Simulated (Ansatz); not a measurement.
Two members of one family (Ga oxide hydroxide), computed with Ansatz in the gas phase. Binding counts from free atoms in the multiplicity of their measured ground term, without zero-point energy. The structures are stationary points that may keep the symmetry of their start. Remarks come from the PBE and PBE0 runs and from stability tests at other levels; not every state was tested.

First: GaO3H3 (singlet, charge 0, PBE-D4/def2-SVP geometry).

```xyz
7

Ga   -0.186    0.094   -0.085
O    -0.961    1.590   -0.686
O    -1.197   -1.391   -0.102
O     1.524    0.198    0.480
H    -0.716   -2.166    0.238
H    -0.332    2.335   -0.636
H     1.867   -0.660    0.790
```

```json
{"level": "PBE-D4/def2-TZVP", "HOMO (eV)": "-7.16", "LUMO (eV)": "-2.08", "gap (eV)": "5.07", "binding per atom (eV)": "3.73"}
{"level": "r2SCAN-D4/def2-TZVP", "HOMO (eV)": "-7.54", "LUMO (eV)": "-1.71", "gap (eV)": "5.83", "binding per atom (eV)": "3.66"}
{"level": "B3LYP-D4/6-31G", "HOMO (eV)": "-8.26", "LUMO (eV)": "-1.78", "gap (eV)": "6.48", "binding per atom (eV)": "3.39"}
{"level": "PBE0-D4/def2-SVP", "HOMO (eV)": "-8.56", "LUMO (eV)": "-0.91", "gap (eV)": "7.65", "binding per atom (eV)": "3.56"}
{"level": "PBE0-D4/def2-TZVP", "HOMO (eV)": "-8.88", "LUMO (eV)": "-1.15", "gap (eV)": "7.73", "binding per atom (eV)": "3.58"}
```

Second: Ga4O8H4 (singlet, charge 0, PBE-D4/def2-SVP geometry).

```tsv
atom	x (Å)	y (Å)	z (Å)
Ga1	0.2316	0.1301	-0.0690
Ga2	0.8830	-2.2687	-1.9948
Ga3	-1.8002	-2.1770	-0.2737
Ga4	1.0746	2.7314	1.0881
O5	-3.3464	-2.9587	0.1719
O6	0.1710	2.0526	-0.4667
O7	1.1412	0.8590	1.5111
O8	2.2355	4.1114	1.2935
O9	-1.3383	-0.5877	0.4656
O10	0.8316	4.1857	2.1460
O11	-0.6907	-2.9734	-1.4433
O12	1.3106	-0.6607	-1.2795
H13	0.3946	2.3971	-1.3505
H14	-3.8338	-2.3960	0.8036
H15	1.8015	-2.9967	-3.0147
H16	0.9342	0.5514	2.4125
```

Task: Estimate the same table for the second.

Result: 
```tsv
level	HOMO (eV)	LUMO (eV)	gap (eV)	binding per atom (eV)
PBE-D4/def2-TZVP	-4.85	-3.04	1.81	3.79
r2SCAN-D4/def2-TZVP	-5.19	-2.76	2.42	3.72
B3LYP-D4/6-31G	-6.20	-2.79	3.41	3.55
PBE0-D4/def2-SVP	-6.36	-2.03	4.33	3.62
PBE0-D4/def2-TZVP	-6.58	-2.17	4.42	3.60
```

Remarks: restricted SCF unstable in HF.
